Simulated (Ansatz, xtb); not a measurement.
System: RbO, charge 0, multiplicity 2. SMILES: [Rb][O]
Structure (B3LYP-D3(BJ)/def2-TZVP (Ansatz, a quantum-chemistry and plane-wave program) minimum search):
```
Rb
O 1 2.3531
```
Charge 0, spin multiplicity 2.

Harmonic wavenumbers from GFN2-xTB (xtb, at its own minimum), cm⁻¹: 238.

### Question
Give the harmonic wavenumbers at B3LYP-D3(BJ)/def2-TZVP (Ansatz, finite differences of forces, unscaled).

### Answer
370 cm⁻¹. Zero-point energy 0.5 kcal/mol.

### Question
From these and the geometry, give the ideal-gas thermochemistry at 298.15 K and 1 atm (rigid rotor, harmonic oscillator).

### Answer
Point group C∞v, rotational symmetry number 1. Rotational constants 6.773, 6.773 GHz. S(trans) 39.76, S(rot) 15.54, S(vib) 1.08, S(elec, spin only) 1.38, S 57.8 cal/(mol K). H(298) - H(0) 2.29 kcal/mol; G - E(el) -14.4 kcal/mol.
